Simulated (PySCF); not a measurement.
All values below come from PySCF with PBE-D3(BJ)/def2-TZVP // B3LYP-D3(BJ)/def2-TZVP. Isolated molecules, 0 K electronic values unless said otherwise. One relaxed conformer stands for a flexible species; it need not be the lowest. Excitations are Tamm–Dancoff values on a coarser integration grid. The basis has no diffuse functions, so Rydberg states are missing or too high.

Reference species (SMILES): `O=C[SiH]=[SiH2]` (O–C–Si–Si torsion 21°) (neutral, multiplicity 1).

The S1 oscillator strength is 0.004 and the S1–T1 gap (TDA) is 0.96 eV.

Changed species: `[SiH3]C1=[SiH]O1`.

Problem. Give the shifts of the S1 oscillator strength and S1–T1 gap (TDA).

Solution. the S1 oscillator strength rises by 0.012, to 0.016; the S1–T1 gap (TDA) falls by 0.29 eV, to 0.67 eV.
